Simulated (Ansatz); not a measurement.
Geometry optimisation, RKS B3LYP-D4/def2-SVP in Ansatz.

Input:

```yaml
crystal:
  periodic: [false, false, false]
  atoms:
    - { symbol: S, position_ang: [-0.6186, 0.5378, 1.5629] }
    - { symbol: C, position_ang: [0.1256, -0.1087, 0.0712] }
    - { symbol: O, position_ang: [1.0682, -1.0267, 0.4426] }
    - { symbol: Zn, position_ang: [1.1464, -0.9107, -1.6765] }
    - { symbol: O, position_ang: [-0.824, -0.7491, -0.7373] }
    - { symbol: H, position_ang: [-1.4695, 1.4763, 0.7956] }
    - { symbol: H, position_ang: [0.6332, 0.7131, -0.5042] }
basis:
  gaussian: { orbitals: def2-SVP }
hamiltonian:
  xc: b3lyp
  dispersion: d4
relax:
  f_tol: 0.02
  max_steps: 50
```

Launched with:

```bash
$ ansatz run input.yaml --threads 2 --pin off --max-ram 3072MiB --backend cpu --events-out ev --progress --plain --runs-dir out
```

**Question.** Where does it end, and by what steps?

**Answer.** The run converged. After 35 steps the energy has fallen by 6.078 eV; Zn4 moved furthest, 2.70 Å. Parted: S1–C2 (1.79 → 4.55 Å). Joined: S1–Zn4 (3.96 → 2.18 Å).

| step | energy less start (eV) | largest force component (eV/Å) | accepted |
| --- | --- | --- | --- |
| 0 | 0.0000 | 1.917 | yes |
| 2 | -1.3698 | 1.073 | yes |
| 4 | -1.8993 | 0.594 | yes |
| 6 | -2.0778 | 0.170 | yes |
| 8 | -2.1331 | 0.440 | yes |
| 10 | -2.1425 | 0.133 | yes |
| 12 | -2.1484 | 0.102 | yes |
| 14 | -2.1557 | 0.168 | yes |
| 16 | -2.1912 | 0.416 | yes |
| 18 | -2.7116 | 2.132 | yes |
| 20 | -4.1248 | 0.959 | yes |
| 22 | -4.8338 | 1.037 | yes |
| 24 | -5.2495 | 1.921 | yes |
| 26 | -5.6096 | 0.772 | yes |
| 28 | -5.9028 | 0.313 | yes |
| 30 | -6.0355 | 0.570 | yes |
| 32 | -6.0608 | 0.389 | yes |
| 34 | -6.0780 | 0.023 | yes |
| 35 | -6.0781 | 0.017 | yes |

```xyz
7
Properties=species:S:1:pos:R:3
S -1.857 -1.157 1.877
C 1.294 0.465 -0.973
O 1.602 -0.434 -0.141
Zn -0.344 -0.377 0.508
O 0.118 0.921 -1.027
H -2.819 -0.345 1.374
H 2.067 0.859 -1.663
```

The run took 98 s on 2 threads of Intel(R) Xeon(R) Platinum 8488C (Sapphire Rapids), on a shared host, peak memory 0.25 GiB.
